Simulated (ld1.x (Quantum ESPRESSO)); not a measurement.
**Which change was made? (Al, TM)**

```
Element                 : aluminium
Generator               : ld1.x (Quantum ESPRESSO) 7.5
Type                    : norm-conserving Troullier–Martins (Kleinman–Bylander form)
Functional              : PBE
Relativity              : non-relativistic
Frozen core             : [Ne]
Valence charge          : 3
Reference configuration : 3s2 3p0.75 (charge +0.25)
Partial waves           : 3s (bound): rc 1.80 bohr; 3d channel at 0.1 Ry: rc 2.10 bohr; 3p (bound): rc 2.20 bohr
Local potential         : the p channel
Core correction         : none
```

Cutoffs, loose and tight: the cutoffs (Ry, on a coarse ladder) from which the occupation-weighted sum of valence levels, in a spherical-Bessel basis at the reference potential, stays within 10 and 1 mRy of its value at 400 Ry. They do not see the model core or the augmentation charge, which bear on the density cutoff. Test errors are all-electron minus pseudo excitation energies from the reference, over the configurations 3s2 3p1; 3s2 3p0; 3s1 3p0; 3s1 3p2; 3s1 3p1; 3s2 3p1.3; 3s0 3p3; variants that change the core or the reference have their own tests.

The base gives: outcome: generated; cutoff, loose: 10 Ry; cutoff, tight: 30 Ry; bound ghosts: none; largest test error (meV): +28.

Task: After one change the result is: outcome: generated; cutoff, loose: 230 Ry; cutoff, tight: over 300 Ry; bound ghosts: none; largest test error (meV): +282. Which change was it?
A. reference 3s1 3p0
B. core correction a·sin(br)/r model core inside 1.78 bohr
C. core [He], valence charge 11; reference 2s2 2p6 3s1 3p0; waves now 2s (bound): rc 0.85 bohr; 2p (bound): rc 0.85 bohr; 3d channel at 0.1 Ry: rc 0.75 bohr; local potential the d channel

Result: C. The others give: reference 3s1 3p0 → outcome: generated; cutoff, loose: 10 Ry; cutoff, tight: 30 Ry; bound ghosts: none; largest test error (meV): +44 | core correction a·sin(br)/r model core inside 1.78 bohr → outcome: generated; cutoff, loose: 10 Ry; cutoff, tight: 30 Ry; bound ghosts: none; largest test error (meV): +2.2.
